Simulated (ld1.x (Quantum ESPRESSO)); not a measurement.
**Before and after: TM potential for Pb (Z = 82)**

```
Element                 : Pb (Z = 82)
Generator               : ld1.x (Quantum ESPRESSO) 7.5
Type                    : norm-conserving Troullier–Martins (Kleinman–Bylander form)
Functional              : LDA (PZ)
Relativity              : scalar-relativistic
Frozen core             : [Xe] 4f14
Valence charge          : 14
Reference configuration : 5d10 6s2 6p2
Partial waves           : 6s (bound): rc 1.80 bohr; 6p (bound): rc 2.50 bohr; 5d (bound): rc 1.95 bohr; 5f channel at 0.3 Ry: rc 2.50 bohr
Local potential         : the f channel
Core correction         : a·sin(br)/r model core, default radius (core density twice the valence density)
```

Change: all radii but the core radius scaled by about 0.89 (s 1.60, p 2.24, d 1.74, f 2.24 bohr).

Cutoffs: the cutoffs (Ry, on a coarse ladder) from which the occupation-weighted sum of valence levels, in a spherical-Bessel basis at the reference potential, stays within 10 and 1 mRy of its value at 400 Ry; they do not see the model core or the augmentation charge, which bear on the density cutoff. Errors are all-electron minus pseudo energies relative to the spin-unpolarised reference configuration.

Task: Predict the effect on cutoff, ghosts and configuration errors.

Result: The potential gets harder (50 Ry and 80 Ry → 55 Ry and 100 Ry); both files keep a bound ghost (s); of the 9 tests that both files solve, the error grows in 2 and shrinks in 3 by more than 15 % and 0.3 meV (median size 2.8 → 2.5 meV). A smaller radius makes the pseudo-wave follow the all-electron one further in, where it bends more sharply, so more plane waves are needed.

```csv
quantity,base,changed
"cutoff, loose",50 Ry,55 Ry
"cutoff, tight",80 Ry,100 Ry
loose cutoff by channel (10 mRy a level),"s 18 Ry, p 6 Ry, d 45 Ry","s 30 Ry, p 6 Ry, d 45 Ry"
bound ghosts,s,s
"error for 5d10 6s2 6p1, meV [ΔE 6.83 eV]",-2.8,-0.8
"error for 5d10 6s2 6p0, meV [ΔE 20.59 eV]",-21,-20
"error for 5d10 6s1 6p0, meV [ΔE 53.47 eV]",-52,-45
"error for 5d10 6s1 6p2, meV [ΔE 16.43 eV]",+3.4,+19
"error for 5d9 6s2 6p2, meV [ΔE 27.30 eV]",-69,+92
"error for 5d10 6s1 6p3, meV [ΔE 8.82 eV]",-2.3,+1.6
"error for 5d10 6s2 6p2.3, meV [ΔE -0.86 eV]",+0.5,+0.6
"error for 5d10 6s2 6p2 (spin-polarised), meV [ΔE -0.45 eV]",+2.5,+2.5
"error for 5d10 6s2 6p1 (spin-polarised), meV [ΔE 6.69 eV]",-2.7,-1.6
```

 A true bound ghost makes a file unfit for plane-wave use even where its test errors are small: the radial tests pick states by their node count and pass the ghost by.
